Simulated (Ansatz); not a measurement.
One change: `O[SiH]([AlH2])S` becomes `O[SiH2]S`.

Ansatz, PBE0-D4/def2-TZVP geometries, multiplicity 1. Each molecule was computed in one conformer, which needn't be the lowest. `O[SiH]([AlH2])S` holds a close contact that its SMILES doesn't draw: S···Al 2.49 Å.

```csv
property,`O[SiH]([AlH2])S`
HOMO energy (B3LYP/def2-TZVPP) / eV,-6.66
HOMO–LUMO gap (ωB97M-V/def2-TZVPP) / eV,9.83
HOMO–LUMO gap (PBE/def2-TZVPP) / eV,4.19
size of the dipole moment (PBE/def2-TZVPP) / D,1.69
HOMO energy (PBE/def2-TZVPP) / eV,-5.80
size of the dipole moment (ωB97M-V/def2-TZVPP) / D,1.65
```

**Question.** Give the same properties after the change, and the shifts. (Estimate.)

**Answer.** Computed: 
```csv
property,`O[SiH2]S`,shift
HOMO energy (B3LYP/def2-TZVPP) / eV,-7.44,-0.78
HOMO–LUMO gap (ωB97M-V/def2-TZVPP) / eV,11.80,1.97
HOMO–LUMO gap (PBE/def2-TZVPP) / eV,5.84,1.65
size of the dipole moment (PBE/def2-TZVPP) / D,0.85,-0.84
HOMO energy (PBE/def2-TZVPP) / eV,-6.45,-0.65
size of the dipole moment (ωB97M-V/def2-TZVPP) / D,0.83,-0.82
```

With PBE0 the HOMO falls by 0.86 eV and the LUMO rises by 1.01 eV, so the gap widens by about 1.87 eV. PBE moves the HOMO by -0.65 eV and ωB97M-V by -1.10 eV. The zero-point energy changes by -15.6 kJ/mol with -6 modes. Dipoles are sizes alone; their direction can turn.

B3LYP here is the variant with VWN-RPA as its local correlation; programs differ in this.
